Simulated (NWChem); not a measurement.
System: silicon dioxide molecule (SiO$_{2}$); SMILES O=[Si]=O

Output (shortened):

```
             Northwest Computational Chemistry Package (NWChem) 7.3.0
             --------------------------------------------------------

 ORDER OF PRIMARY AXIS IS BEING SET TO 4
 D4H symmetry detected

                             Geometry "geometry" -> ""
                             -------------------------

 Output coordinates in angstroms (scale by  1.889725989 to convert to a.u.)

  No.       Tag          Charge          X              Y              Z
 ---- ---------------- ---------- -------------- -------------- --------------
    1 O                    8.0000     0.00000000     0.00000000    -1.51836900
    2 Si                  14.0000     0.00000000     0.00000000     0.00000000
    3 O                    8.0000     0.00000000     0.00000000     1.51836900

 Effective nuclear repulsion energy (a.u.)      89.2203250619

      Symmetry information
      --------------------

 Group name             D4h
 Group number             28
 Group order              16
 No. of unique centers     2

                                 NWChem DFT Module
                                 -----------------

 Summary of "ao basis" -> "ao basis" (spherical)
 ------------------------------------------------------------------------------
       Tag                 Description            Shells   Functions and Types
 ---------------- ------------------------------  ------  ---------------------
 O                         6-311++g**               10       22   5s4p1d
 Si                        6-311++g**               14       30   7s6p1d

      Symmetry analysis of basis
      --------------------------

        a1g        18
        a1u         0
        a2g         0
        a2u        16
        b1g         2
        b1u         1
        b2g         2
        b2u         1
        eg         12
        eu         22

            General Information
            -------------------
          SCF calculation type: DFT
          Wavefunction type:  closed shell.
          No. of atoms     :     3
          No. of electrons :    30
           Alpha electrons :    15
            Beta electrons :    15
          Charge           :     0
          Spin multiplicity:     1
          Use of symmetry is: on ; symmetry adaption is: on
          Maximum number of iterations: 150
          AO basis - number of functions:    74
                     number of shells:    34
          Convergence on energy requested:  1.00D-06
          Convergence on density requested:  1.00D-05
          Convergence on gradient requested:  5.00D-04

              XC Information
              --------------
                         B3LYP Method XC Potential
                     Hartree-Fock (Exact) Exchange  0.200
                        Slater Exchange Functional  0.800 local
                    Becke 1988 Exchange Functional  0.720 non-local
              Lee-Yang-Parr Correlation Functional  0.810
                  VWN I RPA Correlation Functional  0.190 local

             Grid Information
             ----------------
          Grid used for XC integration:  medium
          Radial quadrature: Mura-Knowles
          Angular quadrature: Lebedev.
          Tag              B.-S. Rad. Rad. Pts. Rad. Cut. Ang. Pts.
          ---              ---------- --------- --------- ---------
          O                   0.60       49          10.0       434
          Si                  1.10       88           9.0       590
          Grid pruning is: on
          Number of quadrature shells:   137
          Spatial weights used:  Erf1

      Superposition of Atomic Density Guess
      -------------------------------------

 Sum of atomic energies:        -438.39232558

      Non-variational initial energy
      ------------------------------

 Total energy =    -438.704110
 1-e energy   =    -783.758612
 2-e energy   =     255.834177
 HOMO         =      -0.502470
 LUMO         =      -0.143545

      Symmetry analysis of molecular orbitals - initial
      -------------------------------------------------

 !! scf_movecs_sym_adapt:    6 vectors were symmetry contaminated

  Symmetry fudging

 !! scf_movecs_sym_adapt:    6 vectors were symmetry contaminated

  Numbering of irreducible representations:

     1 a1g         2 a1u         3 a2g         4 a2u         5 b1g
     6 b1u         7 b2g         8 b2u         9 eg         10 eu

  Orbital symmetries:

     1 a1g         2 a2u         3 a1g         4 a1g         5 a2u
     6 eu          7 eu          8 a1g         9 a2u        10 a1g
    11 a2u        12 eu         13 eu         14 eg         15 eg
    16 a1g        17 eu         18 eu         19 a2u        20 a1g
    21 eu         22 eu         23 a1g        24 a2u        25 eg

     ---------------------------------------------
      Total Density - Mulliken Population Analysis
     ---------------------------------------------

    Atom       Charge   Shell Charges
 -----------   ------   -------------------------------------------------------
    1 O    8     8.91   1.08  0.91  1.02  1.06  2.28  0.89  1.79 -0.21  0.08  0.01
    2 Si  14    12.18   0.79  1.18  0.97  1.02  0.68  0.23  1.94  3.95  0.45  0.35  0.40  0.01 -0.00  0.22
    3 O    8     8.91   1.08  0.91  1.02  1.06  2.28  0.89  1.79 -0.21  0.08  0.01

   convergence    iter        energy       DeltaE   RMS-Dens  Diis-err
 ---------------- ----- ----------------- --------- --------- ---------
 d= 0,ls=0.0,diis     1   -439.8208714241 -5.29D+02  3.64D-02  1.85D+00
 d= 0,ls=0.0,diis     2   -439.0154612618  8.05D-01  2.57D-02  9.44D+00
 d= 0,ls=0.0,diis     3   -440.0084548150 -9.93D-01  1.48D-03  4.19D-02
 d= 0,ls=0.0,diis     4   -440.0116575562 -3.20D-03  6.87D-04  2.64D-03
 d= 0,ls=0.0,diis     5   -440.0119322918 -2.75D-04  9.28D-05  5.53D-05
  Resetting Diis
 d= 0,ls=0.0,diis     6   -440.0119363805 -4.09D-06  1.44D-05  1.69D-06
 d= 0,ls=0.0,diis     7   -440.0119364948 -1.14D-07  6.95D-06  9.02D-08

         Total DFT energy =     -440.011936494836
      One electron energy =     -785.492890333228
           Coulomb energy =      294.384043711404
    Exchange-Corr. energy =      -38.123414934920
 Nuclear repulsion energy =       89.220325061907

 Numeric. integr. density =       30.000000549802

                  Occupations of the irreducible representations
                  ----------------------------------------------

                     irrep           alpha         beta
                     --------     --------     --------
                     a1g               5.0          5.0
                     a1u               0.0          0.0
                     a2g               0.0          0.0
                     a2u               4.0          4.0
                     b1g               0.0          0.0
                     b1u               0.0          0.0
                     b2g               0.0          0.0
                     b2u               0.0          0.0
                     eg                2.0          2.0
                     eu                4.0          4.0

                       DFT Final Molecular Orbital Analysis
                       ------------------------------------

 Vector   13  Occ=2.000000D+00  E=-3.977795D-01  Symmetry=eu
              MO Center=  2.4D-17,  2.7D-17,  4.0D-17, r^2= 2.6D+00
   Bfn.  Coefficient  Atom+Function         Bfn.  Coefficient  Atom+Function
  ----- ------------  ---------------      ----- ------------  ---------------
     8      0.191022  1 O  py                60      0.191022  3 O  py
    39      0.185649  2 Si py                 7      0.173793  1 O  px
    12      0.173798  1 O  py                59      0.173793  3 O  px
    64      0.173798  3 O  py                38      0.168905  2 Si px
    11      0.158123  1 O  px                63      0.158123  3 O  px

 Vector   14  Occ=2.000000D+00  E=-3.593084D-01  Symmetry=eg
              MO Center=  2.0D-15,  1.4D-15, -1.1D-14, r^2= 2.8D+00
   Bfn.  Coefficient  Atom+Function         Bfn.  Coefficient  Atom+Function
  ----- ------------  ---------------      ----- ------------  ---------------
     7      0.240524  1 O  px                59     -0.240524  3 O  px
    11      0.222486  1 O  px                63     -0.222486  3 O  px
     8      0.176328  1 O  py                60     -0.176328  3 O  py
     3      0.165978  1 O  px                55     -0.165978  3 O  px
    12      0.163104  1 O  py                64     -0.163104  3 O  py

 Vector   15  Occ=2.000000D+00  E=-3.593084D-01  Symmetry=eg
              MO Center=  1.8D-15, -3.8D-15,  3.7D-14, r^2= 2.8D+00
   Bfn.  Coefficient  Atom+Function         Bfn.  Coefficient  Atom+Function
  ----- ------------  ---------------      ----- ------------  ---------------
     8      0.240524  1 O  py                60     -0.240524  3 O  py
    12      0.222486  1 O  py                64     -0.222486  3 O  py
     7     -0.176328  1 O  px                59      0.176328  3 O  px
     4      0.165978  1 O  py                56     -0.165978  3 O  py
    11     -0.163104  1 O  px                63      0.163104  3 O  px

 Vector   16  Occ=0.000000D+00  E=-1.466378D-01  Symmetry=a1g
              MO Center=  1.6D-15, -3.7D-15,  2.6D-15, r^2= 3.1D+00
   Bfn.  Coefficient  Atom+Function         Bfn.  Coefficient  Atom+Function
  ----- ------------  ---------------      ----- ------------  ---------------
    28      1.186217  2 Si s                 44      0.386798  2 Si s
    14     -0.299657  1 O  s                 66     -0.299657  3 O  s
    50     -0.216736  2 Si d  0              13     -0.189514  1 O  pz
    65      0.189514  3 O  pz                 9     -0.184281  1 O  pz
    61      0.184281  3 O  pz                10     -0.175969  1 O  s

[...]
```

Level: B3LYP/6-311++G** (spherical d). Coordinates come from a PBE0/def2-SVP optimisation.

### Question
Write an input that gives this output.

### Answer
One answer among several that fit: the input that was run:
```
start job
memory heap 200 mb stack 900 mb global 1100 mb
geometry units angstroms noautoz
  O      0.000000     0.000000    -1.518369
  Si     0.000000     0.000000     0.000000
  O      0.000000     0.000000     1.518369
end
basis spherical
  * library 6-311++g**
end
dft
  xc b3lyp
  iterations 150
  mulliken
end
task dft energy
```
